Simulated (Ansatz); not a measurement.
Geometry optimisation, RKS PBE-D4/STO-3G in Ansatz.

Input:

```yaml
crystal:
  periodic: [false, false, false]
  atoms:
    - { symbol: Si, position_ang: [0.0, 0.0, 0.0] }
    - { symbol: H, position_ang: [0.0, 0.0, 1.46] }
    - { symbol: "N", position_ang: [1.7163, 0.0, -0.6061] }
    - { symbol: H, position_ang: [2.2145, -0.918, -0.7868] }
    - { symbol: H, position_ang: [2.2175, 0.918, -0.7783] }
    - { symbol: "N", position_ang: [-0.8572, 1.4851, -0.6061] }
    - { symbol: H, position_ang: [-1.8773, 1.43, -0.8888] }
    - { symbol: H, position_ang: [-0.3367, 2.4058, -0.6766] }
    - { symbol: "N", position_ang: [-0.8572, -1.4851, -0.6061] }
    - { symbol: H, position_ang: [-1.3922, -2.1014, 0.0704] }
    - { symbol: H, position_ang: [-0.8219, -1.7344, -1.6357] }
basis:
  gaussian: { orbitals: STO-3G }
hamiltonian:
  xc: pbe
  dispersion: d4
relax:
  f_tol: 0.02
  max_steps: 40
```

Launched with:

```bash
$ ansatz run input.yaml --threads 1 --pin off --max-ram 2048MiB --backend cpu --events-out ev --progress --plain --runs-dir out
```

**Question.** Where does it end, and by what steps?

**Answer.** It converged. Limits of this set-up: minimal basis. After 22 steps the energy has fallen by 1.112 eV; H5 moved furthest, 1.37 Å.

```json
{"step": "0", "energy less start (eV)": "0.0000", "largest force component (eV/Å)": "2.566", "accepted": "yes"}
{"step": "1", "energy less start (eV)": "-0.5193", "largest force component (eV/Å)": "1.122", "accepted": "yes"}
{"step": "2", "energy less start (eV)": "-0.6275", "largest force component (eV/Å)": "0.410", "accepted": "yes"}
{"step": "3", "energy less start (eV)": "-0.6763", "largest force component (eV/Å)": "0.546", "accepted": "yes"}
{"step": "4", "energy less start (eV)": "-0.7240", "largest force component (eV/Å)": "0.788", "accepted": "yes"}
{"step": "5", "energy less start (eV)": "-0.7586", "largest force component (eV/Å)": "1.129", "accepted": "yes"}
{"step": "6", "energy less start (eV)": "-0.8191", "largest force component (eV/Å)": "1.172", "accepted": "yes"}
{"step": "7", "energy less start (eV)": "-0.9203", "largest force component (eV/Å)": "0.536", "accepted": "yes"}
{"step": "8", "energy less start (eV)": "-0.9237", "largest force component (eV/Å)": "1.500", "accepted": "yes"}
{"step": "9", "energy less start (eV)": "-0.9978", "largest force component (eV/Å)": "0.280", "accepted": "yes"}
{"step": "10", "energy less start (eV)": "-0.9919", "largest force component (eV/Å)": "0.686", "accepted": "no"}
{"step": "11", "energy less start (eV)": "-1.0211", "largest force component (eV/Å)": "0.326", "accepted": "yes"}
{"step": "12", "energy less start (eV)": "-1.0315", "largest force component (eV/Å)": "0.191", "accepted": "yes"}
{"step": "13", "energy less start (eV)": "-1.0378", "largest force component (eV/Å)": "0.266", "accepted": "yes"}
{"step": "14", "energy less start (eV)": "-1.0466", "largest force component (eV/Å)": "0.278", "accepted": "yes"}
{"step": "15", "energy less start (eV)": "-1.0486", "largest force component (eV/Å)": "0.788", "accepted": "yes"}
{"step": "16", "energy less start (eV)": "-1.0725", "largest force component (eV/Å)": "0.372", "accepted": "yes"}
{"step": "17", "energy less start (eV)": "-1.0829", "largest force component (eV/Å)": "0.370", "accepted": "yes"}
{"step": "18", "energy less start (eV)": "-1.1086", "largest force component (eV/Å)": "0.163", "accepted": "yes"}
{"step": "19", "energy less start (eV)": "-1.1117", "largest force component (eV/Å)": "0.068", "accepted": "yes"}
{"step": "20", "energy less start (eV)": "-1.1122", "largest force component (eV/Å)": "0.059", "accepted": "yes"}
{"step": "21", "energy less start (eV)": "-1.1124", "largest force component (eV/Å)": "0.021", "accepted": "yes"}
{"step": "22", "energy less start (eV)": "-1.1124", "largest force component (eV/Å)": "0.010", "accepted": "yes"}
```

```xyz
11
Properties=species:S:1:pos:R:3
Si 0.033 -0.021 0.011
H 0.134 -0.086 1.462
N 1.676 0.308 -0.649
H 2.316 -0.444 -0.250
H 1.665 0.047 -1.681
N -1.105 1.309 -0.411
H -0.936 1.561 -1.433
H -0.741 2.181 0.080
N -0.588 -1.607 -0.576
H -1.491 -1.790 -0.042
H -0.958 -1.458 -1.564
```

Whether the end is a true minimum wasn't checked by a vibrational analysis.

The run took 17 s on 1 thread of AMD EPYC 9R45 96-Core Processor (Zen 5), on a shared host, peak memory 0.12 GiB.
